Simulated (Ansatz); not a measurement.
Consider the hydrogenolysis of the Si–Si bond: `B[SiH](F)[SiH2]N` + H₂ → `B[SiH2]F` + `N[SiH3]`.

Computed with Ansatz on PBE0-D4/def2-TZVP structures; ΔE is electronic, products minus reactants. CCSD(T)/CBS is the MP2 limit (def2-TZVPP, def2-QZVPP) plus CCSD(T) − MP2 in def2-TZVPP, frozen cores. This one scheme is used for every species. DFT in def2-TZVPP. B3LYP here is the variant with VWN-RPA as its local correlation; programs differ in this. One conformer a species, not always the lowest.

```json
{"level": "r2SCAN-D4", "ΔE (kJ/mol)": "-14.7"}
{"level": "ωB97X-V", "ΔE (kJ/mol)": "-27.2"}
{"level": "ωB97M-V", "ΔE (kJ/mol)": "-29.1"}
{"level": "PBE", "ΔE (kJ/mol)": "-11.6"}
{"level": "r2SCAN", "ΔE (kJ/mol)": "-17.1"}
{"level": "B3LYP", "ΔE (kJ/mol)": "-34.3"}
{"level": "MP2/def2-TZVPP", "ΔE (kJ/mol)": "-30.2"}
{"level": "MP2/def2-QZVPP", "ΔE (kJ/mol)": "-28.3"}
```

Task: What does CCSD(T)/CBS give? (Estimate.)

Result: Ansatz gave: -25.9 kJ/mol. The listed levels differ from it by 11.2, -1.3, -3.2, 14.3, 8.8, -8.4, -4.3, -2.4 kJ/mol.

Largest T1 diagnostic among the species: 0.013.

In def2-TZVPP, CCSD(T) changes the Hartree–Fock value by +33.8 kJ/mol (the triples alone add +6.4 kJ/mol) and MP2 by +33.2 kJ/mol. From PBE to PBE0 (25 % exact exchange), in def2-TZVPP and without D4, ΔE moves by −9.5 kJ/mol. The D4 term adds +12.8 kJ/mol with B3LYP and +7.4 kJ/mol with PBE0; it sums over pairs of atoms, weighted by their polarisabilities, and B3LYP, whose exchange is more repulsive, gets the larger term.
